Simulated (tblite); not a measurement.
Species: C4H9BO3.
Cartesian coordinates in Å at the GFN2-xTB level; atoms count from 1:
```
atom  x, y, z in Å
C1    -2.4965    0.9390    0.4481
O2    -1.7524   -0.2627    0.5054
C3    -0.7792   -0.3704   -0.4817
C4    -0.0581   -1.7286   -0.3192
O5     1.2780   -1.3984   -0.0270
B6     1.4147   -0.0422   -0.0226
C7     2.7660    0.7127    0.2803
O8     0.2356    0.5908   -0.3332
H9    -1.8435    1.8080    0.5619
H10   -3.0357    1.0143   -0.5035
H11   -3.2046    0.8951    1.2722
H12   -1.2328   -0.2318   -1.4803
H13   -0.0935   -2.3341   -1.2280
H14   -0.4981   -2.2776    0.5174
H15    2.8268    1.6526   -0.2587
H16    3.6246    0.1034    0.0176
H17    2.8417    0.9419    1.3402
```

Computed values, GFN2-xTB/tblite, gas phase, harmonic and unscaled. Errors from tens to a few hundred cm⁻¹ against measured bands are possible. One conformer, not necessarily the lowest.

Harmonic wavenumbers (cm⁻¹): 26.6, 77.5, 117.7, 162.9, 185.3, 231.0, 275.3, 407.8, 450.4, 523.3, 595.3, 739.2, 834.9, 847.2, 881.3, 889.3, 1000.9, 1031.3, 1048.2, 1068.3, 1102.8, 1130.9, 1139.0, 1154.0, 1189.3, 1256.0, 1270.2, 1292.3, 1328.3, 1381.7, 1392.2, 1451.5, 1458.3, 1479.5, 1480.7, 1482.8, 2805.4, 2915.2, 2950.4, 2960.7, 2963.3, 3032.3, 3036.7, 3062.7, 3064.8.

A = 3988, B = 1458, C = 1155 MHz; mass 116.064 u (most abundant isotopes); point group C1, symmetry number 1.

Task: Zero-point energy?

Result: ½Σν̃ = 29587 cm⁻¹ = 84.59 kcal/mol.

Task: Entropy at 350 K, 1 bar (ideal gas, RRHO, classical rotation)?

Result: Translation 40.98, rotation 28.74, vibration 30.26: S = 100.0 cal/(mol K).

Task: And Cp and H(350 K) − H(0)?

Result: Cp = 37.59 cal/(mol K), of which vibrations give 29.64 (their classical limit is 45 R = 89.4); H(350 K) − H(0) = 8.05 kcal/mol without the zero-point energy, 5.27 from vibrations.

Task: What must be added to the electronic energy to get the Gibbs energy at 350 K and 1 bar?

Result: ZPE + [H(350 K) − H(0)] − T·S = 84.59 + 8.05 − 35.00 = 57.64 kcal/mol.

Task: Which modes carry the vibrational entropy at 350 K?

Result: 26.6 cm⁻¹: 6.39; 77.5 cm⁻¹: 4.27; 117.7 cm⁻¹: 3.45; 162.9 cm⁻¹: 2.82; 185.3 cm⁻¹: 2.58; 231.0 cm⁻¹: 2.16 cal/(mol K); the other 39 give 8.60 together.

Task: How do the functions run with temperature in this model?

Result: 
| T (K) | S (cal/(mol K)) | Cp (cal/(mol K)) | H − H(0) (kcal/mol) | G − H(0) (kcal/mol) | ln q(vib) |
| --- | --- | --- | --- | --- | --- |
| 150 | 76.4 | 21.2 | 2.25 | -9.20 | 3.18 |
| 250 | 88.9 | 28.8 | 4.74 | -17.49 | 5.47 |
| 298.15 | 94.3 | 33.0 | 6.22 | -21.90 | 6.52 |
| 400 | 105.3 | 41.9 | 10.04 | -32.07 | 8.73 |
| 600 | 125.2 | 56.4 | 19.96 | -55.16 | 13.02 |
| 900 | 150.9 | 70.1 | 39.10 | -96.69 | 19.20 |

q(vib) and H(0) count from the zero-point level.

Task: Blend soft modes into free rotors: weight 1/[1 + (100 cm⁻¹/ν̃)⁴] for the oscillator and the rest for a rotor with moment μB/(μ + B), μ = h/(8π²ν), B = 10⁻⁴⁴ kg m². What vibrational entropy results?

Result: 27.23 cal/(mol K) in place of 30.26, which changes −T·S at 350 K by +1.06 kcal/mol.

Hindered rotation and anharmonicity are outside this model. Other conformers, if any are populated, would add a mixing term that is left out. The structure is chiral; the term R ln 2 for an equal mix with its mirror image is left out.

The run took 0.83 s on Arm Neoverse N1, one thread, shared host with 64 logical CPUs at a one-minute load of 61. The figure is for the frequency step alone.
